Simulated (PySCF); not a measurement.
C6H4F2 (charge +1 and doublet state).
Z-matrix (Å and degrees, GFN2-xTB geometry), rows numbered from 1:
```
F 
C   1  1.3047
C   2  1.4331  1  117.74
C   3  1.3853  2  119.47  1   179.97
C   4  1.3853  3  119.77  2     0.02
C   5  1.4334  4  119.45  3    -0.04
F   6  1.3048  5  117.74  4  -179.99
C   2  1.3862  1  120.11  3   179.93
H   3  1.0829  2  118.55  1    -0.04
H   4  1.0806  3  120.14  2  -179.95
H   5  1.0832  4  121.98  3   179.96
H   8  1.0816  2  121.52  1    -0.06
```

The species is `FC1=C[CH][CH+]C(F)=C1` [radical] (charge +1).

Computed with UKS B3LYP, pcH-1 on C F H, non-relativistic, mean-field spin-orbit, GIAO (PySCF). Geometry: GFN2-xTB; no solvent, vibrations or thermal averaging. Couplings are sensitive to structure, and on GFN2-xTB geometries they can be far from those on DFT ones, by a factor of two or more for some ions and for spin on atoms past the first row. Stability of the SCF solution: not tested.

What is the g tensor, term by term?

| Δg (ppm) | 1 | 2 | 3 |
| --- | --- | --- | --- |
| relativistic mass correction | -192 | -192 | -192 |
| gauge correction | -2 | 46 | 40 |
| orbital Zeeman/spin–orbit | -70 | 1991 | 2711 |
| total | -264 | 1846 | 2560 |

So g = 2.00206, 2.00417, 2.00488 and g_iso = 2.00370; the tensor is rhombic: the two nearest values differ by 25 % of g3 − g1. Axes: g1 is normal to the molecular plane and g3 points within 1° of the C5–C6 bond.

What are the electron Larmor frequencies g μB B/h along the three axes at 350 mT?

9.8074, 9.8178, 9.8213 GHz for g1, g2 and g3, a range of 13.8 MHz.

How much does each term add to the isotropic shift?

The orbital-Zeeman/spin–orbit term 1544, the mass correction -192 and the gauge correction 28 ppm, for a total of 1381 ppm. The orbital-Zeeman/spin–orbit term is the largest in size. The mass correction is the same along every axis, so the anisotropy comes from the other two: their spans along these axes are 48 (gauge) and 2781 ppm (orbital Zeeman/spin–orbit).

In a frozen sample, at which fields do the three g values resonate at 9.5, 34, 94 and 263 GHz (hyperfine left aside), and which band first spreads them over more than twice a line width of 1.0 mT?

```tsv
band	GHz	B(g3) mT	B(g2) mT	B(g1) mT	spread mT
X	9.5	338.55	338.67	339.03	0.48
Q	34.0	1211.66	1212.09	1213.36	1.71
W	94.0	3349.87	3351.06	3354.60	4.72
J	263.0	9372.51	9375.85	9385.73	13.22
```

The spread grows in proportion to the frequency. W band is the first where it exceeds 2.0 mT.

The largest Mulliken spin populations are on C3 (+0.40), C5 (+0.40), C6 (+0.18) and C2 (+0.18). Four atoms exceed +0.15.

The HOMO–LUMO gaps are 6.35 eV among the α and 2.19 eV among the β orbitals.

The run took 55 s wall (grids of density and orbitals included) on one thread of an Arm Neoverse V1, shared host with 32 logical CPUs at a one-minute load of 27, and the process peaked at 0.87 GiB of memory.

The SMILES draws the unpaired electron on C4; the largest computed Mulliken spin population is on C3 (0.40 against -0.16).
